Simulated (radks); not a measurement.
Fractional charge and spin in the 3d shell of zinc: the spin-up occupation runs from 4 to 5 and the spin-down occupation from 4 to 5; the fullest corner is Zn, [Ar] 4s2 3d(up 5, down 5). Method: scalar-relativistic Kohn-Sham, BLYP, spin-polarised, spherical densities, finite nucleus; Fermi nuclear charge, rms radius of each element as measured or else 0.836 A^(1/3) + 0.57 fm; computed with a radial shooting solver on a logarithmic mesh with Libxc functionals. Energy (eV) minus the two flat planes that join the four corners (they meet along the diagonal where the two added fractions sum to one electron); zero is where a piecewise linear energy would lie.

\begin{tabular}{lrrrrr}
down \ up & 4 & 4.25 & 4.5 & 4.75 & 5 \\ \hline
4 & 0.000 & -1.809 & -2.383 & -1.764 & 0.000 \\
4.25 & -1.809 & -2.309 & -1.621 & 0.210 & -1.492 \\
4.5 & -2.383 & -1.621 & 0.281 & -1.354 & -1.951 \\
4.75 & -1.764 & 0.210 & -1.354 & -1.884 & -1.433 \\
5 & 0.000 & -1.492 & -1.951 & -1.433 & 0.000 \\
\end{tabular}

Corners above the fullest one (they belong to Zn+ and the next ion): (up 5, down 4) 17.531 eV, (up 4, down 5) 17.531 eV, (up 4, down 4) 53.569 eV. With half an added electron in each spin the energy lies 0.281 eV from the planes, and with half an added electron in spin up alone -2.383 eV. The planes are only a guide here: the flat-plane condition holds for ground states with one frontier orbital, while this shell lies below other occupied shells, so the corners above the fullest one are inner-hole states and not the ground states of those ions.
